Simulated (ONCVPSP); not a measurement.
Plane-wave convergence, ONCV potential for Pb (Z = 82)

lead, optimised norm-conserving Vanderbilt (ONCV), made with ONCVPSP 4.0.1 (PBEsol, scalar-relativistic). Core [Xe] 4f14 5d10, reference 6s2 6p2. Waves: 6s: rc 1.95 bohr, ncon 4, nbas 8, qcut 2.7 1/bohr, 2 projectors, debl 1.4 Ha; 6p: rc 2.05 bohr, ncon 3, nbas 6, qcut 4.1 1/bohr, 2 projectors, debl 1.4 Ha. Local part: polynomial inside 1.70 bohr (lpopt 5, dvloc0 6 Ha). Core correction: Teter function, fcfact 1.5, rcfact 1.2.

Task: For each optimised wave give the share of its norm inside rc, the residual kinetic energy above qcut (Ha) and the cutoffs (Ha) for errors of 10, 1, 0.1 and 0.01 mHa per electron.

Result:

```
         wave  norm inside rc  residual KE  10 mHa  1 mHa  0.1 mHa     0.01 mHa
           6s           0.356      1.8e-02     4.4   30.4     43.7         49.9
s projector 2           0.197      7.4e-02     8.4   35.0     61.4         78.6
           6p           0.137      5.4e-05     1.6    5.0      7.2         31.4
p projector 2           0.218      9.3e-03     7.4   34.9     56.9  not reached
```

The occupied waves need 30 Ha and 44 Ha for 1 and 0.1 mHa. Note: no bound ghost flagged; GHOST(+) flagged for s at 97.8 eV.
